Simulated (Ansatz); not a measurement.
Gas-phase electronic energies from Ansatz, PBE0-D4/def2-TZVP geometries. CCSD(T)/CBS adds triple-zeta CCSD(T) − MP2 to the extrapolated MP2 energy (def2 sets, frozen cores). def2 core potentials past Kr. For Br, In outer-core shells are correlated without core-valence functions, which leaves a few kJ/mol of doubt a bond. Scalar relativity is left out up to krypton. One conformer a species, not always the lowest.

`[SiH3][O][In]([SH])[Br]` + `[Cl][Al]1[CH2][S]1` → `[SiH3][O][In]([SH])[Cl]` + `[Br][Al]1[CH2][S]1`  (redistribution)

`[SiH3][O][In]([SH])[Br]`:

Cartesian coordinates in Å:
```
Si 1.417 -0.852 0.765
O 0.263 0.260 0.442
In -1.197 0.423 -0.866
S -2.549 2.344 -0.774
Br -1.445 -1.412 -2.462
H 0.818 -2.144 1.201
H 2.264 -1.120 -0.432
H 2.279 -0.329 1.857
H -1.850 2.830 0.268
```

`[Cl][Al]1[CH2][S]1`:

Z-matrix (Å, degrees):
```
C
Al 1 1.898
S 1 1.933 2 66.6
H 1 1.087 2 122.8 3 -100.4
H 1 1.087 2 122.8 3 100.4
Cl 2 2.068 1 153.7 3 -180.0
```

`[SiH3][O][In]([SH])[Cl]`:

Cartesian coordinates in Å:
```
Si -0.811 -0.272 1.623
O 0.263 -0.256 0.391
In 0.341 0.412 -1.453
S 2.292 0.042 -2.706
Cl -1.526 1.521 -2.228
H -1.227 -1.670 1.914
H -0.178 0.302 2.841
H -2.027 0.526 1.299
H 2.873 -0.605 -1.680
```

`[Br][Al]1[CH2][S]1`:

Cartesian coordinates in Å:
```
Br 1.814 -2.530 -0.640
Al 0.580 -0.819 0.058
C -0.506 0.719 -0.196
S -0.236 0.272 1.661
H -0.094 1.699 -0.423
H -1.559 0.659 -0.460
```

| level | ΔE (eV) |
| --- | --- |
| CCSD(T)/def2-TZVPP | 0.18 |
| CCSD/CBS(def2) | 0.20 |

**Question.** What does CCSD(T)/CBS give? (Best estimate.)

**Answer.** Ansatz gave: +0.19 eV. The listed levels differ from it by -0.01, 0.01 eV.

Largest T1 diagnostic among the species: 0.014.
